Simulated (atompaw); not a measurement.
# Building the PAW (atompaw) potential for P (Z = 15) (LDA (PW92), scalar-relativistic).

| Item | Value |
| --- | --- |
| Element | P (Z = 15) |
| Generator | atompaw 4.2.0.5 |
| Type | PAW |
| Functional | LDA (PW92) |
| Relativity | scalar-relativistic |
| Frozen core | [Ne] |
| Valence charge | 5 |
| Reference configuration | 3s1 3p4 |
| Partial waves | 3s (bound): rc 1.50 bohr; 3s channel at -0.75 Ry: rc 1.75 bohr; 3p (bound): rc 1.75 bohr; 3p channel at 0.1 Ry: rc 1.60 bohr; 3d channel at 0.35 Ry: rc 1.75 bohr; 3d channel at 1.05 Ry: rc 1.75 bohr |
| Local potential | bessel scheme, radius 1.25 bohr |
| Core correction | smooth core density matched at 1.70 bohr |
| Augmentation charge | besselshape compensation charge, radius 1.50 bohr; PAW radius 1.75 bohr; waves and projectors: custom polynom vanderbiltortho |

- Cutoffs needed: 10 Ry and 25 Ry (the cutoffs (Ry, on a coarse ladder) from which the occupation-weighted sum of valence levels, in a spherical-Bessel basis at the reference potential, stays within 10 and 1 mRy of its value at 400 Ry)
- Ghost test: no extra level below or beside the all-electron valence levels (s, p, d, f tested) (spherical-Bessel basis up to 400 Ry, 20 bohr box)
- Lowest eigenvalue of the overlap operator: 0.00 (s channel)
- Overlap eigenvalues printed by atompaw (projector basis): 0.0103, 1.05, 1.22, 54.8, 1.37e+05, 2.36e+05
- Share of each valence orbital outside the PAW sphere: 3s 51 %, 3p 68 %
